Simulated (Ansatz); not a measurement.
Reaction (substitution at a C–Sb bond): `S[CH2][SbH2]` + `OBCl` → `SCOBCl` + `[SbH3]`

Calculated with Ansatz (gas phase, PBE0-D4/def2-TZVP geometries, no zero-point term in ΔE). CBS: MP2 limit from def2 TZ/QZ plus the TZ coupled-cluster correction, frozen cores. This one scheme is used for every species. Functionals use def2-TZVPP. def2 core potentials past Kr. For Sb outer-core shells are correlated without core-valence functions, which leaves a few kJ/mol of doubt a bond. Each species was taken in one conformer, which may not be the lowest.

```
          level  ΔE (kcal/mol)
        ωB97X-V           11.5
CCSD/def2-TZVPP           12.7
```

**Question.** What does CCSD(T)/CBS give? (Estimate.)

**Answer.** The calculation gave: +15.1 kcal/mol. The listed levels differ from it by -3.6, -2.4 kcal/mol.

Largest T1 diagnostic among the species: 0.014.

In def2-TZVPP, CCSD(T) changes the Hartree–Fock value by +2.9 kcal/mol (the triples alone add +0.3 kcal/mol) and MP2 by +5.9 kcal/mol.
